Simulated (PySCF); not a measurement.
**Structure from NMR data**

An unknown has the formula C7H14N2Si. Its calculated NMR data are:

1H NMR (300 MHz, computed): δ 8.35 (d, 1H), 6.87 (m, 1H), 5.95 (m, 1H), 5.92 (m, 1H), 5.43 (m, 1H), 3.70 (d, 3H), 3.62 (s, 3H), 2.28 (s, 3H).

13C{1H} NMR (computed): δ 171.4 (CH), 163.1 (C), 131.8 (CH), 130.0 (CH2), 52.6 (CH), 41.3 (CH3), 27.4 (CH3).

Computed data (PySCF 2.14.0 with density-fitted response routines): shielding tensors at PBE0/pcSseg-1 (GIAO), GFN2-xTB geometry. In vacuum, rapidly exchanging positions averaged, non-relativistic, one computed conformer.

Referencing at the same level of theory: TMS for 1H (31.72 ppm), 13C (186.93 ppm).

Q: Which of these isomers gave the spectra?
A. CCc1c(C)nn([SiH3])c1C
B. C=C([SiH2]N)N(C)CC#CC
C. Cc1cnn([Si](C)(C)C)c1
D. Cn1cc([Si](C)(C)C)cn1
E. C=C/C(C)=N\[C@H]([SiH3])/C=N\C

A: E. 

- The formula gives 3 degrees of unsaturation (no ring in the answer).
- 7 carbon signals for 7 carbons: no two carbons are equivalent.
- Carbon types of the structure: 1 × C, 3 × CH, 1 × CH2, 2 × CH3, leaving 3 H on heteroatoms.
- δC 171.4, 163.1: C=N carbon.
- δC 131.8: alkene CH; as expected for a trigonal carbon in a double bond.
- δC 130.0: terminal =CH2 carbon; the olefinic region.
- δC 52.6: sp3 CH bonded to N and Si; the inductive effect lowers its shielding.
- δH 5.43: hydrogen on an sp3 CH bonded to N and Si; its carbon carries N, hence the downfield position.

The others: Cc1cnn([Si](C)(C)C)c1 would give 5 carbon signals, not 7; CCc1c(C)nn([SiH3])c1C would give 5 signals for carbon-bound and other non-exchanging H, not 8; C=C([SiH2]N)N(C)CC#CC would give 6 signals for carbon-bound and other non-exchanging H, not 8; Cn1cc([Si](C)(C)C)cn1 would give 5 carbon signals, not 7.

Shifts are as computed. Against solution values, carbons near 30 ppm lie about +3 ppm off and those near 130 ppm about +5 ppm. Of 1211 compounds with measured shifts, 218 miss one by over three times the rms of a fit or turn the order of signals round; such compounds aren't used in these exercises. No couplings were computed; multiplicities are counted from neighbouring protons, with m where these are inequivalent, close in shift, in a saturated or five-membered ring or joined by F or P, and br s for small geminal =CH2 splittings.
